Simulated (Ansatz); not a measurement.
Bond stretch in H6Al2O4, singlet. The Al1–O11 bond (Al1 also carries Al, H, H, O; O11 carries H) is varied alone, starting from the PBE0/def2-SVP optimised geometry.

Calculation: unrestricted PBE/cc-pVDZ in Ansatz (a program for electronic structure).

The batch members p0 to p7 hold the bond at 1.40, 1.50, 1.59, 1.63, 1.70, 1.74, 1.83, 1.92 Å.

Ansatz input:

Ansatz 0.2 input:
```yaml
# input.yaml
basis:
  gaussian: { orbitals: cc-pvdz }
hamiltonian:
  xc: pbe
batch:
  members: [p0.yaml, p1.yaml, p2.yaml, p3.yaml, p4.yaml, p5.yaml, p6.yaml, p7.yaml]

# p4.yaml, one of the 8 members of this batch
crystal:
  periodic: [false, false, false]
  atoms:
    - { symbol: Al, position_ang: [0.0, 0.0, 0.0] }
    - { symbol: Al, position_ang: [-0.0001155, -2.24146633, -1.22424277] }
    - { symbol: H, position_ang: [-1.17444483, -1.16707864, -0.54817068] }
    - { symbol: O, position_ang: [0.0, 1.4355403, -0.90782109] }
    - { symbol: H, position_ang: [-0.04961418, 1.52500163, -1.8597697] }
    - { symbol: H, position_ang: [1.17763367, -1.15931852, -0.57967573] }
    - { symbol: O, position_ang: [0.19093304, -3.71845201, -0.40526604] }
    - { symbol: H, position_ang: [-0.40504776, -4.46716161, -0.43839306] }
    - { symbol: O, position_ang: [-0.19256371, -2.00606405, -2.90322235] }
    - { symbol: H, position_ang: [0.276354, -2.49968578, -3.57747336] }
    - { symbol: O, position_ang: [0.0, 0.0, 1.7] }
    - { symbol: H, position_ang: [0.08704652, 0.78063465, 2.24743539] }
total_charge: 0
magnetization:
  spin_polarized: true
```

Lines of the output on each member:

```
Member 0: Total energy: -21466.53814428 eV, -788.8807262601 hartree
Member 2: Total energy: -21468.77695414 eV, -788.9630010048 hartree
Member 1: Total energy: -21468.06922105 eV, -788.9369922935 hartree
Member 3: Total energy: -21468.94840401 eV, -788.9693016715 hartree
Member 4: Total energy: -21469.09219766 eV, -788.9745859907 hartree
Member 6: Total energy: -21468.99255366 eV, -788.9709241413 hartree
Member 5: Total energy: -21469.10361055 eV, -788.9750054065 hartree
Member 7: Total energy: -21468.75051106 eV, -788.9620292397 hartree
```

The unrestricted determinant behind UKS-PBE is spin-contaminated at 3.17 to 4.86 Å (<S²> up to 0.9, against 0.00 for a pure singlet).
